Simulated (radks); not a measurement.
Results of a calculation; reference values are marked as such.
Level of theory: Dirac Kohn-Sham, PBE, spin-unpolarised, spherical densities, finite nucleus; open shells fill j = l - 1/2 first; Fermi nuclear charge, rms radius of each element as measured or else 0.836 A^(1/3) + 0.57 fm (a radial shooting solver on a logarithmic mesh with Libxc functionals). Each species is in its NIST ground configuration. Rank Ge, Sn, Pb, C, Si by Delta-SCF ionisation energy (eV), largest first.

Answer. C 10.865, Si 7.755, Ge 7.532, Pb 7.366, Sn 7.095.
